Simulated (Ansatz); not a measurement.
Z-matrix (Å, degrees):
```
C
O 1 1.462
Si 1 1.921 2 92.5
H 1 1.091 2 108.9 3 -120.6
H 1 1.091 2 108.9 3 120.7
B 2 1.357 1 106.2 3 0.0
H 3 1.489 1 114.9 2 116.5
H 3 1.489 1 115.0 2 -116.6
H 6 1.194 2 121.1 1 180.0
```

Total charge 0; spin multiplicity 1.

Task: List the r2SCAN/def2-TZVPP orbital energies in eV (Ansatz 0.2.0). (Best estimate.)

Result: Computed: Occupied: -1790.72, -516.74, -274.37, -180.98, -141.23, -96.10, -96.08, -96.05, -27.54, -17.80, -14.34, -12.43, -11.92, -11.38, -10.09, -8.77, -8.31, -7.38, -6.57. Lowest empty: -1.81, -0.33, 0.43, 1.35, 1.86, 2.27, 2.46, 3.22.
